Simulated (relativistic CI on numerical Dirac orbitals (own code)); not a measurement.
## Energy levels of Ne²⁺

These numbers are calculated, not measured: Dirac-Coulomb-Breit CI, separate exchange-only KLI orbitals for each configuration, model QED, valence Slater integrals scaled by 0.85, P86 correlation energy added to each configuration (own radial code, finite nucleus).

Configurations in the expansion (outside the closed core 1s2): 2s2.2p4, 2s.2p5, 2p6, 2s2.2p3.3s, 2s2.2p3.3p, 2s2.2p3.3d, 2s2.2p3.4s, 2s2.2p3.4p, 2s2.2p3.4d, 2s2.2p3.4f, 2s2.2p2.3s2, 2s.2p4.3s, 2s2.2p2.3s.3p, 2p5.3s, 2s2.2p2.3p2, 2s.2p4.3p. Levels of other configurations are missing.

The lowest level is 2s2.2p4 3P_2, with 100 % of that term; Hund's rules for 2s2.2p4 give 3P with J = 2, in agreement.

```
No.  Configuration  Term  J   E (eV)    %  Next component (%)  Landé g
  1        2s2.2p4    3P  2   0.0000  100                        1.501
  2        2s2.2p4    3P  1   0.0787  100                        1.501
  3        2s2.2p4    3P  0   0.1125  100                             
  4        2s2.2p4    1D  2   3.0034  100                        1.000
  5        2s2.2p4    1S  0   5.9205   97            2 2p6 1S         
  6         2s.2p5   3P°  2  26.6936   99    1 2s2.2p3.3d 3P°    1.501
  7         2s.2p5   3P°  1  26.7651   99    1 2s2.2p3.3d 3P°    1.501
  8         2s.2p5   3P°  0  26.8041   99    1 2s2.2p3.3d 3P°         
  9         2s.2p5   1P°  1  36.9363   97    1 2s2.2p3.3d 1P°    1.000
 10    2p3(4S°).3s   5S°  2  38.5066   99     1 2s.2p4.3p 5S°    2.002
 11    2p3(4S°).3s   3S°  1  39.6186   99                        2.002
 12    2p3(4S°).3p    5P  1  43.3547   99                        2.503
 13    2p3(4S°).3p    5P  2  43.3585   99                        1.835
 14    2p3(4S°).3p    5P  3  43.3649   99                        1.668
 15    2p3(2D°).3s   3D°  3  43.4829  100                        1.334
 16    2p3(2D°).3s   3D°  2  43.4862   99                        1.167
 17    2p3(2D°).3s   3D°  1  43.4886   99                        0.500
 18    2p3(2D°).3s   1D°  2  44.0398   99                        1.000
 19    2p3(4S°).3p    3P  1  44.3357   99                        1.501
 20    2p3(4S°).3p    3P  0  44.3368   99                             
 21    2p3(4S°).3p    3P  2  44.3373   99                        1.501
 22    2p3(2P°).3s   3P°  0  45.5608   97        2 2p5.3s 3P°         
 23    2p3(2P°).3s   3P°  1  45.5612   97        2 2p5.3s 3P°    1.500
 24    2p3(2P°).3s   3P°  2  45.5630   97        2 2p5.3s 3P°    1.500
 25    2p3(2P°).3s   1P°  1  46.1617   96        2 2p5.3s 1P°    0.999
 26    2p3(2D°).3p    1P  1  47.9498   93                6 3D    0.968
 27    2p3(2D°).3p    3D  2  48.0242   99                        1.166
 28    2p3(2D°).3p    3D  1  48.0253   93                6 1P    0.531
 29    2p3(2D°).3p    3D  3  48.0301   99                        1.333
 30    2p3(2D°).3p    3F  2  48.2759  100                        0.667
 31    2p3(2D°).3p    3F  3  48.2773   99                        1.084
 32    2p3(2D°).3p    3F  4  48.2794  100                        1.250
 33    2p3(2D°).3p    1F  3  48.4302  100                        1.000
 34    2p3(4S°).3d   5D°  4  49.0108  100                        1.501
 35    2p3(4S°).3d   5D°  3  49.0113  100                        1.501
 36    2p3(4S°).3d   5D°  2  49.0117  100                        1.501
 37    2p3(4S°).3d   5D°  1  49.0122  100                        1.501
 38    2p3(4S°).3d   5D°  0  49.0124  100                             
 39    2p3(2D°).3p    3P  2  49.2152   96     3 2s2.2p3.4p 3P    1.501
 40    2p3(2D°).3p    3P  1  49.2207   96     3 2s2.2p3.4p 3P    1.501
 41    2p3(2D°).3p    3P  0  49.2222   96     3 2s2.2p3.4p 3P         
 42    2p3(4S°).3d   3D°  1  49.5173  100                        0.499
 43    2p3(4S°).3d   3D°  2  49.5180   99                        1.167
 44    2p3(4S°).3d   3D°  3  49.5198   99                        1.334
 45    2p3(2D°).3p    1D  2  50.0682   98     2 2s2.2p3.4p 1D    1.000
```

Energies count from the lowest computed level; ° marks odd parity. Percentages are summed over parent terms; the parents shown are those of the largest component, closed shells are left out there.

The mean weight of the leading LS term, summed over parents, in these 45 levels is 99 %, and that of the leading jj configuration (from the same eigenvectors) 58 %, so LS coupling describes them better.

For a near-neutral ion this model can misplace configurations by up to about 10,000 cm⁻¹ (more where the count of f electrons changes) and terms by 10 to 25 % of their spread. Rates follow the energies as ν³ (E1, M1) or ν⁵ (E2), so they and the lifetimes can be off by large factors. The fine structure of a lone outer electron comes out too small, for d and f at times inverted, and misplaced configurations move strength between like terms. 28 of the 29 excited levels that our extract of the measured tables holds in this range could be paired (the sources list more); they are missed by 5999 cm⁻¹ on average and 41525 at most, and levels without a partner can miss by more.

Landé's interval rule says that E(J) − E(J−1) = AJ with one A. For the ground term the intervals give A = -272.8, -317.4 cm⁻¹ for J = 1, 2; the multiplet is inverted.
